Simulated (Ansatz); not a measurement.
`P[SiH2]Cl` + `O[SiH2]S` → `O[SiH2]S[SiH2]Cl` + PH₃  (cleavage of the Si–P bond)

Computed with Ansatz on PBE0-D4/def2-TZVP structures; ΔE is electronic, products minus reactants. CCSD(T)/CBS adds triple-zeta CCSD(T) − MP2 to the extrapolated MP2 energy (def2 sets, frozen cores). This one scheme is used for every species. Functionals use def2-TZVPP. B3LYP here is the variant with VWN-RPA as its local correlation; programs differ in this. One conformer a species, not always the lowest.

Problem. Is it downhill or uphill in electronic energy at CCSD(T)/CBS, and by how much? (An estimate is asked.)

Solution. Ansatz gave: Downhill: ΔE = -49.0 kJ/mol.

Problem. What do these levels give: r2SCAN-D4, PBE0-D4, B3LYP-D4, ωB97X-V, ωB97M-V, B3LYP, MP2/def2-TZVPP, CCSD(T)/def2-TZVPP, HF/def2-QZVPP, MP2/def2-QZVPP, HF/CBS(def2), CCSD/CBS(def2)? (Estimate.)

Solution. Ansatz gave: r2SCAN-D4 -48.2, PBE0-D4 -46.2, B3LYP-D4 -49.9, ωB97X-V -48.3, ωB97M-V -51.1, B3LYP -40.7, MP2/def2-TZVPP -53.5, CCSD(T)/def2-TZVPP -48.3, HF/def2-QZVPP -46.1, MP2/def2-QZVPP -53.8, HF/CBS(def2) -46.0, CCSD/CBS(def2) -47.7 kJ/mol.

Largest T1 diagnostic among the species: 0.013.

The D4 term adds −9.2 kJ/mol with B3LYP and −5.2 kJ/mol with PBE0; it sums over pairs of atoms, weighted by their polarisabilities, and B3LYP, whose exchange is more repulsive, gets the larger term.
